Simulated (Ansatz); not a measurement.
Reaction (formal exchange of groups at the Si–Si bond): `F[SiH](Cl)[SiH2][SiH3]` + `B1CO1` → `F[Si@H](Cl)[C@H]1BO1` + disilane

Program: Ansatz. Geometries: PBE0-D4/def2-TZVP. ΔE: electronic, gas phase. CCSD(T)/CBS adds triple-zeta CCSD(T) − MP2 to the extrapolated MP2 energy (def2 sets, frozen cores). DFT in def2-TZVPP. One conformer a species, not always the lowest.

```csv
level,ΔE (kJ/mol),difference from CCSD(T)/CBS
PBE-D4,5.1,11.7
r2SCAN-D4,-4.0,2.6
PBE0-D4,2.9,9.5
ωB97M-V,-10.5,-3.9
PBE,4.3,10.9
PBE0,1.9,8.5
HF/def2-TZVPP,-13.3,-6.7
SCS-MP2/def2-QZVPP,-12.4,-5.8
HF/CBS(def2),-13.6,-7.0
CCSD/CBS(def2),-6.9,-0.3
CCSD(T)/CBS,-6.6,0
```

Largest T1 diagnostic among the species: 0.016.
